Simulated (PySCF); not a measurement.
Al(H)(F)(NMe2) (C2H7AlFN), SMILES C[N](C)[AlH][F].

Coordinates come from a PBE-D3(BJ)/def2-SVP optimisation. One conformer was computed; it need not be the lowest.

Level of theory: TDA-ωB97X/def2-SVPD (PySCF).

Vertical excitations. Isolated molecule, no solvent. State labels are in the subgroup Cs.

| state | symmetry | energy (eV) | λ (nm) | f | main pairs |
|---|---|---|---|---|---|
| S1 | A" | 5.84 | 212 | 0.020 | HOMO→LUMO+1 79 %, HOMO→LUMO+3 15 % |
| S2 | A' | 6.02 | 206 | 0.163 | HOMO→LUMO 95 % |
| S3 | A" | 6.84 | 181 | 0.018 | HOMO→LUMO+2 84 % |
| S4 | A" | 7.43 | 167 | 0.014 | HOMO→LUMO+4 58 %, HOMO→LUMO+3 17 %, HOMO−1→LUMO 11 % |
| S5 | A" | 7.74 | 160 | 0.108 | HOMO−1→LUMO 84 % |
| S6 | A" | 8.13 | 153 | 0.009 | HOMO→LUMO+3 42 %, HOMO→LUMO+4 24 %, HOMO→LUMO+1 12 %, HOMO→LUMO+9 10 % |
| S7 | A" | 8.35 | 148 | 0.003 | HOMO→LUMO+5 58 %, HOMO→LUMO+7 25 % |
| S8 | A" | 8.61 | 144 | 0.012 | HOMO→LUMO+7 52 %, HOMO→LUMO+5 29 % |
| S9 | A' | 8.61 | 144 | 0.075 | HOMO→LUMO+6 77 % |
| S10 | A' | 8.75 | 142 | 0.122 | HOMO−1→LUMO+1 60 %, HOMO−1→LUMO+2 16 %, HOMO→LUMO+6 11 % |
| T1 | A' | 5.12 | 242 | 0 | HOMO→LUMO 93 % |
| T2 | A" | 5.68 | 218 | 0 | HOMO→LUMO+1 72 %, HOMO→LUMO+3 19 % |
| T3 | A" | 6.83 | 182 | 0 | HOMO→LUMO+2 83 % |
| T4 | A" | 7.16 | 173 | 0 | HOMO−1→LUMO 79 % |
Triplets are in the Tamm–Dancoff approximation.
